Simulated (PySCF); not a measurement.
CH7AlSi, singlet, at a GFN2-xTB geometry (such geometries of metal compounds can be far from the true shape). Base run: PySCF with PBE/6-31G*, polarisability.

PySCF was given this input:
```python
from pyscf import gto, scf, dft
from pyscf.prop import polarizability

mol = gto.Mole()
mol.atom = '''
    Al   -0.52762102    0.18455813   -0.56967117
    H    -1.67561987   -0.51044926   -1.39010234
    C    -0.30816418    2.09688296   -1.07942008
    H     0.66079778    2.34035447   -1.53534615
    H    -0.43596893    2.80916986   -0.25332080
    H    -1.07264723    2.35236674   -1.82825109
    Si    0.61038719   -1.22783734    1.03844196
    H     0.58848911   -0.73296185    2.43537053
    H     2.05193696   -1.45536289    0.78157265
    H     0.04564996   -2.59394762    1.13413552
'''
mol.basis = '6-31g*'
mol.verbose = 4
mol.build()

mf = dft.RKS(mol)
mf.xc = 'pbe'
mf.kernel()
alpha = mf.Polarizability().polarizability()[2, 2]
print('alpha_zz =', alpha)
```

The base run was repeated with changes; each row names its change, and settings that it needs were set with it.

```tsv
change	alpha_zz (bohr³)	basis functions	core-seconds (rough)
base	62.71	64	20
basis = 6-31+G*	69.43	76	20
basis = aug-cc-pVDZ	78.90	140	50
finite field (a.u.) = 2e-4; conv_tol = 1e-6	61.84	64	10
basis = cc-pVDZ	68.20	85	30
functional = pbe0	60.46	64	20
functional = lda,vwn	63.89	64	10
basis = STO-3G	31.00	30	8
basis = def2-SVPD	77.44	124	40
basis = 6-31G	61.99	49	10
finite field (a.u.) = 0.02; conv_tol = 1e-11	63.02	64	20
finite field (a.u.) = 0.005; conv_tol = 1e-11	62.73	64	20
```

Finite-field rows take the second difference of the energy in a field along z; a small field with loose convergence shows SCF noise divided by the square of the field, and a large one adds hyperpolarisability.
